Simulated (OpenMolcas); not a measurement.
## Cr³⁺: effect of the IPEA shift

```json
{"Program": "OpenMolcas 26.06", "Basis": "ANO-RCC-VQZP [7s6p4d3f2g1h]", "Scalar Hamiltonian": "DKH2, point nucleus", "Active space": "3 electrons in 10 orbitals (3d 4d)", "State averaging": "2S+1 = 4 even, 10 roots; 2S+1 = 2 even, 40 roots", "Spin-orbit coupling": "state interaction with AMFI integrals over the reference wave functions, term energies averaged over their components"}
```

Methods on the same reference wave functions:
A. CASSCF
B. MS-CASPT2, IPEA 0 Eh, imaginary shift 0.1 Eh (closed shells correlated: 3s 3p)
C. MS-CASPT2, IPEA 0.25 Eh, imaginary shift 0.1 Eh (closed shells correlated: 3s 3p)

Energies in cm-1 above 3d3 4F 3/2, the measured ground level; measured values from Sugar and Corliss, J. Phys. Chem. Ref. Data 6, 317 (1977).

| Level | A | B | C | Measured |
| --- | --- | --- | --- | --- |
| 3d3 4F 3/2 | 0.0 | 0.0 | 0.0 | 0.0 |
| 3d3 4F 5/2 | 249 | 251 | 250 | 236 |
| 3d3 4F 7/2 | 590 | 592 | 592 | 556 |
| 3d3 4F 9/2 | 1016 | 1017 | 1017 | 946 |
| 3d3 4P 1/2 | 17371 | 14230 | 14420 | 14059 |
| 3d3 4P 3/2 | 17487 | 14340 | 14530 | 14177 |
| 3d3 2G 7/2 | 17530 | 14480 | 14870 | 15052 |
| 3d3 4P 5/2 | 17783 | 14640 | 14830 | 14471 |
| 3d3 2G 9/2 | 17897 | 14860 | 15250 | 15402 |
| 3d3 2H 9/2 | 23186 | 20820 | 21080 | 21066 |
| 3d3 2P 1/2 | 23253 | 19060 | 19460 | 19519 |
| 3d3 2P 3/2 | 23360 | 19060 | 19460 |  |
| 3d3 2H 11/2 | 23475 | 21110 | 21370 | 21321 |
| 3d3 2D 3/2(1) | 25175 | 20410 | 20830 | 20650 |
| 3d3 2D 5/2(1) | 25413 | 20520 | 20960 | 20664 |
| 3d3 2F 7/2 | 40107 | 34350 | 34770 | 34363 |
| 3d3 2F 5/2 | 40261 | 34510 | 34920 | 34556 |
| 3d3 2D 5/2(2) | 61965 | 54250 | 54490 | 52975 |
| 3d3 2D 3/2(2) | 62128 | 54400 | 54660 | 53142 |

Deviations, from unrounded energies. A percentage is the sum of absolute deviations over the sum of measured energies, with the sign that they share, or ± where signs differ.

```json
{"Against measurement": "mean absolute deviation (cm-1)", "Levels": "17", "A": "3600", "B": "330", "C": "350"}
{"Against measurement": "fine structure of the ground term (%)", "Levels": "3", "A": "+6.8", "B": "+7.1", "C": "+7.0"}
{"Against measurement": "other terms of the ground configuration (%)", "Levels": "14", "A": "+17.5", "B": "±1.6", "C": "±1.7"}
```

B, C lie about equally close to measurement and A furthest from it. The largest miss of B in the table is 3d3 2D 5/2(2), by +1300 cm-1. The ranking rests on the paired levels alone, and a cruder setting can come out closer through cancelling errors.

Between B and C the level of the table that moves most is 3d3 2D 5/2(1), by 440 cm-1 (lowest in B, highest in C). Moves below CASPT2's spread within the term are not significant.

The mean deviations of B to C differ by less than CASPT2's widest spread within a term (880 cm-1), so their order carries little weight.

From A to B the spin-free energies of the other terms of 3d3 shown, above 4F, scale by factors of 0.80 to 0.90, as is usual when dynamic correlation screens the repulsion within a d or f shell.

The lowest spin-free term lies below A's lowest term by 0.376 hartree in B, 0.371 hartree in C.

CASPT2 does not keep the components of a term degenerate, so their means are used; among the terms shown or strongly mixed into the levels shown the widest spread is 880 cm-1 (3d3 4F, B). Active for correlation alone: 4d; no level in the range computed is led by a configuration that fills it, so any true level of that kind is missing. Without dynamic correlation excited terms often stand tens of per cent too high (terms of higher spin than the ground term too low), and those without a measured partner can miss by more than the paired ones (holds for A). The CASPT2 spread within a term exceeds the gap to the next term for 3d3 2D(1) and 3d3 2H, so the order of their levels is uncertain (holds for C). Computed and measured levels are paired by configuration, term and J; levels that our copy of the source lacks, or whose pairing is in doubt (as where it misses far off the trend of its configuration), stay unpaired and out of the deviations. Only configurations of the active space appear.

A number in round brackets counts repeated terms of one configuration in the order of the reference energies.
